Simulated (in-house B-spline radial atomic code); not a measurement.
Results of a calculation; reference values are marked as such.
## C6 from the polarisability at imaginary frequency: the carbon ion C⁴⁺

LDA VWN5 linear response of the closed shell 1s2, from an all-electron radial atomic-structure program (B-spline basis); non-relativistic, point nucleus, no spin-orbit coupling.

The dispersion coefficient of two like species is C6 = (3/π) ∫ α(iu)² du from 0 to ∞.

| u (hartree) | α(iu) (bohr³) |
| --- | --- |
| 0 | 0.009449 |
| 0.335 | 0.009442 |
| 0.783 | 0.009411 |
| 1.34 | 0.009338 |
| 2.24 | 0.009147 |
| 3.35 | 0.008801 |
| 5.03 | 0.008116 |
| 7.83 | 0.006801 |
| 11.2 | 0.005329 |
| 16.8 | 0.003551 |
| 28 | 0.001778 |
| 55.9 | 0.0005582 |

Q: Fit one oscillator, α(iu) = α(0)/(1 + u²/ω²), through u = 16.8 and estimate C6.

A: From α(0)/α(iu) − 1 = 0.009449/0.003551 − 1 = 1.6609, ω = u/√1.6609 = 13.0356 hartree (354.7 eV). London's formula gives C6 = (3/4) α(0)² ω = 0.75 × 0.009449² × 13.0356 = 0.0008729 hartree·bohr⁶, and the oscillator holds f = α(0) ω² = 1.61 electrons, of a sum of oscillator strengths of 2.0.

Q: How does that compare with the full integral?

A: The program's quadrature over all excitations gives C6 = 0.0008655, so the single oscillator is off by +0.9 %. At the last point the fit gives α = 0.000487 against 0.000558: higher excitations, and deeper shells where there are any, keep the true curve higher at large u.
